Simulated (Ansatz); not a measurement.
This singlet lies 0.84 eV below the relaxed triplet at the level frozen-core CCSD(T)/aug-cc-pVTZ // B3LYP-D3(BJ)/def2-TZVPD (Ansatz, a program for electronic structure).

Species: CHAlN, SMILES `N#[C][AlH-]` (lower singlet) (charge -1, multiplicity 1).

### Question
Give a relaxed geometry from B3LYP-D3(BJ)/def2-TZVPD (Ansatz).

### Answer
the end point of this relaxation (outside a Z-matrix the atoms follow the SMILES, hydrogens last).
Bonds (Å): N1–C2 1.162, C2–Al3 2.084, Al3–H4 1.675. Angles (°): N1–C2–Al3 172.1, C2–Al3–H4 91.7.
